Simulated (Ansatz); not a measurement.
## One arrangement of a pair

The pair of H₂ (SMILES [H][H], atoms 1–2) and F₂ (SMILES FF, atoms 3–4), both closed shells, in one local arrangement (a lower one may exist), relaxed at PBE0-D4/def2-TZVP:

```
atom    x (Å)    y (Å)    z (Å)
  H1   0.0376   0.0380  -1.3036
  H2  -0.1342  -0.1341  -2.0090
  F3  -0.4206  -0.4222   1.8358
  F4   0.5172   0.5183   1.4768
```

Ansatz 0.2.0; basis: def2-TZVPPD, with def2-QZVPPD for the basis limit; cores frozen in the correlated methods. B3LYP uses VWN-RPA correlation. Extrapolation: Hartree–Fock as exp(−7.88 √X), correlation as X^−2.97. Interaction energies count from these two fragments, frozen as in the pair, with the counterpoise correction; negative means bound.

(1) What is the interaction energy by CCSD(T) at an estimated basis limit (MP2 extrapolated from triple and quadruple zeta, plus CCSD(T) − MP2 in triple zeta)? (An estimate is asked for; the value comes from the calculation.)

(2) Which atoms make the shortest contact between the fragments?

T1 diagnostic: at most 0.013. The restricted Hartree–Fock reference is unstable towards an unrestricted one at one or more of these structures.

Results:

(1) By the calculation: -0.15 kcal/mol. Hartree–Fock alone gives 0.14 kcal/mol at the basis limit, so without correlation the pair would not bind at this distance. It counts from the two fragments frozen as in the pair.

The same quantity by other methods in triple zeta, and each one's difference from that estimate:
| method | E_int (kcal/mol) | difference |
| --- | --- | --- |
| PBE-D4 | -0.27 | -0.12 |
| revPBE-D4 | -0.07 | 0.08 |
| BLYP-D4 | 0.06 | 0.21 |
| r2SCAN-D4 | -0.09 | 0.07 |
| B97M-V | -0.16 | -0.01 |
| PBE0-D4 | -0.19 | -0.04 |
| B3LYP-D4 | -0.03 | 0.12 |
| HSE06-D4 | -0.20 | -0.05 |
| wB97X-V | -0.19 | -0.04 |
| wB97M-V | -0.16 | -0.01 |
| B2PLYP | 0.00 | 0.15 |
| HF | 0.14 | 0.29 |
| MP2 | -0.11 | 0.04 |
| CCSD | -0.10 | 0.06 |
| CCSD(T) | -0.14 | 0.02 |
Differences are method less estimate.

(2) H1 and F4, 2.86 Å apart.

Basis-set superposition shift (counterpoise-corrected less uncorrected): CCSD(T) 0.11; MP2 0.10; HF 0.02; PBE0-D4 0.02; wB97M-V 0.02 kcal/mol.

For scale, one of the runs: CCSD(T)/def2-TZVPPD, 114 basis functions, launched by `ansatz run in.yaml --threads 2 --pin off --events-out ev --progress --plain --max-ram 5222MiB`. Hardware: 2 CPU threads of an Arm Neoverse V2, shared host. Wall time about 3.7 s.
